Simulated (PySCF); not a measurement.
Electron correlation in N³⁺ (nitrogen, charge +3)

[He] 2s2, closed-shell 1S. All numbers are calculated (PySCF 2.14, the spin-free X2C one-electron Hamiltonian (Gaussian nucleus), in cc-pVDZ-DK (3s2p1d, 14 functions)). Frozen: 1s2; 2 electrons correlated.

Total MP2 correlation energy: -46.16 mhartree.

Same-spin part 0.00 and opposite-spin part -46.16 mhartree; SCS-MP2 scales them by 1/3 and 6/5 to -55.40 mhartree.

With two correlated electrons CCSD is exact within the correlated space (frozen core and kept virtual orbitals).

| level | correlation energy (mhartree) |
| --- | --- |
| CCSD | -84.68 |

Diagnostics: T1 = 0.0067, D1 = 0.0095, largest double amplitude 0.156.

Question: Is a single reference adequate?

Answer: Not fully. A double-excitation amplitude exceeds 0.15, a sign of near-degeneracy.
